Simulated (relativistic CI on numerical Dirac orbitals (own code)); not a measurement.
# Zn³⁺ (3d9) in a crystal field

Calculated by Dirac-Coulomb-Breit CI, KLI orbitals optimised for each configuration, model QED, valence Slater integrals scaled by 0.7, one configuration in a parametric crystal field (own radial code).

Field parameters in Wybourne normalisation: D3d B²₀ = −7Dσ, B⁴₀ = −14Dq − 21Dτ, B⁴₃ = −14√(10/7) Dq. The field is a parameter set, without covalency.

S is read from ⟨S²⟩ = S(S + 1).

Powder χT (cm³ K mol⁻¹) by Van Vleck's formula, with temperature-independent terms:

```
                                       Field    2 K    5 K   10 K   20 K   50 K  100 K  200 K  300 K
D3d, 10Dq = 20150, Dσ = -1200, Dτ = 330 cm⁻¹  0.239  0.244  0.251  0.265  0.308  0.374  0.451   0.48
 D3d, 10Dq = 20150, Dσ = -980, Dτ = 330 cm⁻¹   0.23  0.235  0.243  0.259  0.306  0.377  0.452  0.477
 D3d, 10Dq = 20150, Dσ = -760, Dτ = 330 cm⁻¹   0.22  0.226  0.235  0.253  0.307  0.382  0.452  0.474
 D3d, 10Dq = 20150, Dσ = -550, Dτ = 330 cm⁻¹  0.211  0.218  0.228  0.249   0.31   0.39  0.454  0.472
 D3d, 10Dq = 20150, Dσ = -330, Dτ = 330 cm⁻¹  0.202  0.209  0.222  0.247   0.32  0.402  0.455   0.47
 D3d, 10Dq = 20150, Dσ = -110, Dτ = 330 cm⁻¹  0.193  0.202  0.218   0.25  0.338  0.416  0.457  0.469
  D3d, 10Dq = 20150, Dσ = 110, Dτ = 330 cm⁻¹  0.185  0.198  0.221  0.266  0.371  0.433  0.459  0.468
  D3d, 10Dq = 20150, Dσ = 330, Dτ = 330 cm⁻¹  0.181  0.205  0.246  0.319  0.418  0.449  0.461  0.467
```

(1) For D3d, 10Dq = 20150, Dσ = -980, Dτ = 330 cm⁻¹: what effective moment follows at 300 K?

Answers

(1) μ_eff = √(8χT) = 1.95 μB. The ground level has S = 0.50; the spin-only moment for S = 1/2 is 1.73 μB. The difference comes from the orbital moment, spin-orbit mixing of terms and temperature-independent paramagnetism, all larger in this ionic model than in covalent complexes.
